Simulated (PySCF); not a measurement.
Zr(Me)2(H)2 (C2H8Zr), SMILES [CH3][ZrH2][CH3], multiplicity 1.

Coordinates come from a B3LYP-D3(BJ)/def2-SVP optimisation. The multiplicity is an assumed one; no other spin state was optimised. The structure was generated by enumeration; whether it is a known compound was not checked. The def2 effective core potentials stand for the cores of Zr; spin–orbit coupling is left out.

Two levels are set side by side: TDA-PBE/def2-SVPD (PySCF) and TDA-CAM-B3LYP/def2-SVPD (PySCF). Vertical, same geometry. The lowest singlet is HOMO−1→LUMO 89 % with PBE and HOMO−2→LUMO 82 % with the other functional; states are paired by order. Differences are taken from unrounded values.

| quantity | TDA-CAM-B3LYP |
|---|---|
| lowest singlet excitation (eV) | 4.43 |
| lowest triplet excitation (TDA) (eV) | 4.05 |

### Question
What does TDA-PBE give, and how far is it from TDA-CAM-B3LYP? (An estimate is asked for; the answer gives what the named calculation found.)

### Answer

```json
[
 {"quantity": "lowest singlet excitation (eV)", "TDA-PBE": "3.97", "TDA-PBE minus TDA-CAM-B3LYP": "-0.46"},
 {"quantity": "lowest triplet excitation (TDA) (eV)", "TDA-PBE": "3.65", "TDA-PBE minus TDA-CAM-B3LYP": "-0.40"}
]
```

A lower first singlet is the usual sign of a functional without exact exchange. Differences between two approximate levels are no errors against the true value.

Rough cost on one machine, each run with all the roots and properties that it gave: TDA-CAM-B3LYP against TDA-PBE about 3 times.
